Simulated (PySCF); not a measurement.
H8NSi3, SMILES [SiH3]N([SiH2])[SiH3] (connectivity only; charge and spin as stated), charge +1, multiplicity 1. Atoms are numbered in the order given.

```xyz
12

Si     0.0000     0.0000    -1.7816
N      0.0000     0.0000    -0.1136
Si     1.5714     0.0000     0.8669
Si    -1.5714     0.0000     0.8669
H      1.3029     0.0000    -2.5024
H     -1.3029     0.0000    -2.5024
H      1.5302     1.2448     1.6923
H      2.6677     0.0000    -0.1507
H      1.5302    -1.2448     1.6923
H     -1.5302    -1.2448     1.6923
H     -2.6677     0.0000    -0.1507
H     -1.5302     1.2448     1.6923
```
Charge +1, spin multiplicity 1.

The structure is a stationary point at PBE-D3(BJ)/def2-SVP. The multiplicity is an assumed one; no other spin state was optimised. The isomer is the one that the SMILES or the coordinates give; other isomers of the formula were not compared.

Calculation: r2SCAN/def2-TZVP run with PySCF.

Computed frontier levels, gap, dipole moment and polarisability:
- highest occupied level: -12.46 eV
- lowest empty level: -8.27 eV
- orbital gap: 4.19 eV
- dipole moment about the centre of nuclear charge: 3.35 D
- mean static polarisability: 80.6 bohr³ (11.94 Å³)
- polarisability, principal values: 63.1, 83.9, 94.7 bohr³
